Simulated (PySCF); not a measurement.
Compound: C2H4F2Se.
SMILES: `FC[Se]CF`

Method used: MP2 and CCSD/aug-cc-pVDZ in PySCF, restricted Hartree–Fock reference, frozen core, non-relativistic, gas phase, PBE0-D3(BJ)/def2-SVP geometry.

E(HF) = -2676.75865 Eh.

(1) How large is the problem?

(2) What are the MP2 and CCSD correlation energies?

(3) What is the T1 diagnostic?

(4) How does correlation change the dipole moment?

Results:

(1) 164 basis functions and 68 electrons; 13 orbitals frozen, which leaves o = 21 correlated occupied and v = 130 virtual orbitals. That is o·v = 2730 singles and o·v(o·v + 1)/2 = 3727815 distinct closed-shell doubles amplitudes before symmetry; the costliest CCSD step grows as o²v⁴ = 1.3 × 10^11.

(2) MP2 -0.8454 Eh and CCSD -0.8824 Eh, which gives totals of -2677.60400 and -2677.64102 Eh. That is 0.572 eV for each correlated electron at CCSD (2317 kJ/mol in all, 0.033 % of the total energy); MP2 gives 95.8 % of the CCSD value.

(3) 0.0119, below the customary warning level of 0.02. It is the norm of the spatial-orbital singles amplitudes over the root of the number of correlated electrons, so the norm is 0.077.

(4) HF gives 3.06 D and CCSD (unrelaxed density) 2.70 D, a change of -0.36 D.

No triples correction and no basis-set extrapolation were made.

Conformer computed: `[F:1][CH2:2][Se:3][CH2:4][F:5]`: F1–C2–Se3–C4 -81°, C2–Se3–C4–F5 76°.

One conformer stands for the species.
